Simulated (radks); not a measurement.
Q: Coherent X-ray form factor from a spherical all-electron density. All-electron calculation, non-relativistic Kohn-Sham, exchange-only LDA, spin-polarised, spherical densities, point nucleus. Program: a radial shooting solver on a logarithmic mesh with Libxc functionals.

sin(theta)/lambda (1/angstrom)  f0 (electrons)
0.05                                    27.637
0.1                                     26.626
0.15                                    25.154
0.2                                     23.424
0.25                                    21.598
0.3                                     19.785
0.4                                     16.443
0.5                                     13.660
0.6                                     11.481
0.8                                      8.652
1                                        7.142
1.25                                     6.059
1.5                                      5.241
2                                        3.782

The species is in the configuration that NIST lists as its ground one. Which atom or ion scatters so?

A: The copper ion Cu+, [Ar] 3d10. Extrapolating in s^2 from the first two rows gives f0(0) = 28.0, near the electron count 28; among species with that count, the fall with angle is slower the higher Z, and the table is that of Z = 29; from so few rows the species is fixed only to a neighbour or two.
